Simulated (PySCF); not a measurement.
Computed Raman spectrum (relative Raman activity) of a molecule C5H6O. The structure is a stationary point at B3LYP-D3(BJ)/def2-SVP. The values are those of a single conformer. These are B3LYP-D3(BJ)/def2-SVP in PySCF values and carry that method's errors. No scaling factor is applied to the harmonic values.

ν (cm⁻¹): 60 (vw), 158 (vw), 714 (vw), 888 (vw), 1013 (w), 1159 (w), 1251 (w), 1350 (w), 1360 (w), 1479 (vw), 1701 (w), 2083 (vw), 3103 (vs), 3135 (m), 3167 (m), 3185 (s), 3198 (s), 3267 (m) (against the strongest line: vs over 80 %, s over 45 %, m over 15 %, w over 4 %, vw less)

Task: Which structure fits?
A. O=C[C@@H]1C=CC1
B. C=C=CCC=O
C. C=C=COC=C
D. C=C[C@H]1C=CO1

Result: C, C=C=COC=C
